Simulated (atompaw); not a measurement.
**How hard is this calcium (Ca) PAW (atompaw) potential?**

- Element: calcium (Ca)
- Generator: atompaw 4.2.0.5
- Type: PAW
- Functional: LDA (PW92)
- Relativity: scalar-relativistic
- Frozen core: [Ne]
- Valence charge: 10
- Reference configuration: 3s2 3p6 3d0 4s1.5 4p0 (charge +0.5)
- Partial waves: 3s (bound): rc 1.40 bohr; 4s (bound): rc 2.00 bohr; 3p (bound): rc 1.55 bohr; 4p (bound, empty): rc 1.95 bohr; 3d (bound, empty): rc 1.85 bohr; 3d channel at 1.65 Ry: rc 2.00 bohr
- Local potential: troulliermartins scheme with l = 3 at 1 Ry, radius 1.80 bohr
- Core correction: smooth core density matched at 1.15 bohr
- Augmentation charge: sinc compensation charge, radius 2.00 bohr; PAW radius 2.00 bohr; waves and projectors: custom polynom2 7 10 vanderbiltortho

The pseudo-atom Hamiltonian at the reference potential is diagonalised in spherical Bessel functions j_l(qr) that vanish at 20 bohr, with q² up to the cutoff. All-electron valence levels (Ry): 3s -3.6846, 4s -0.4725, 3p -2.2984, 4p -0.2684, 3d -0.3816.

Problem. How do the lowest levels (Ry) of each channel move with the cutoff, and are there ghosts?

Solution.

```tsv
cutoff (Ry)	s #1	s #2	s #3	p #1	p #2	p #3	d #1	f #1	Σ f·Δε (mRy)
8	-3.6177	-0.4636	-0.0939	-1.5585	-0.2275	-0.0337	-0.1355	0.0198	4586.6
15	-3.6833	-0.4723	-0.0959	-2.2620	-0.2674	-0.0438	-0.3274	0.0198	221.5
30	-3.6845	-0.4725	-0.0960	-2.2980	-0.2684	-0.0440	-0.3814	0.0197	2.6
45	-3.6846	-0.4725	-0.0960	-2.2981	-0.2684	-0.0440	-0.3815	0.0197	1.6
70	-3.6846	-0.4725	-0.0960	-2.2982	-0.2684	-0.0440	-0.3815	0.0197	1.1
100	-3.6846	-0.4725	-0.0960	-2.2982	-0.2684	-0.0440	-0.3815	0.0197	0.9
400	-3.6846	-0.4725	-0.0960	-2.2984	-0.2684	-0.0440	-0.3816	0.0197	0.0
```

Result: no extra level below or beside the all-electron valence levels (s, p, d, f tested); 10 mRy is reached at 25 Ry and 1 mRy at 80 Ry.
